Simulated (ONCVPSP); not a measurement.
**C (Z = 6): ONCV pseudisation with PBE, scalar-relativistic reference atom.**

C, optimised norm-conserving Vanderbilt (ONCV), made with ONCVPSP 4.0.1 (PBE, scalar-relativistic). Core [He], reference 2s2 2p1 (charge +1). Waves: 2s: rc 1.10 bohr, ncon 4, nbas 7, qcut 6.9 1/bohr, 2 projectors, debl 1.3 Ha; 2p: rc 2.85 bohr, ncon 4, nbas 8, qcut 4.3 1/bohr, 2 projectors, debl 2.1 Ha; d scattering state at 0.44 Ha: rc 2.65 bohr, ncon 4, nbas 9, qcut 3.2 1/bohr, 2 projectors, debl 2.4 Ha. Local part: polynomial inside 1.00 bohr (lpopt 4, dvloc0 0 Ha). Core correction: Teter function, fcfact 3.75, rcfact 1.2.

**Question.** Estimate the cutoffs (Ha) at which the residual kinetic energy of the hardest occupied pseudo-wave falls to 1 and 0.1 mHa per electron.

**Answer.** 20 Ha and 39 Ha.

**Question.** Does the potential have ghost states?

**Answer.** No bound ghost flagged but for a GHOST(-) flag that falls on a real empty level of the atom; GHOST(+) flags only above 600 eV.

**Question.** Which valence shell sets the plane-wave cutoff?

**Answer.** 2s: 20 Ha for 1 mHa per electron, against 7 Ha for 2p.

**Question.** Tests: 2s2 2p2; 2s2 2p0; 2s1 2p0; 2s0 2p4. Which has the largest error in its energy relative to the reference configuration, and how large is it?

**Answer.** 2s1 2p0, with +1380 meV (all-electron minus pseudo) on +72.35 eV.
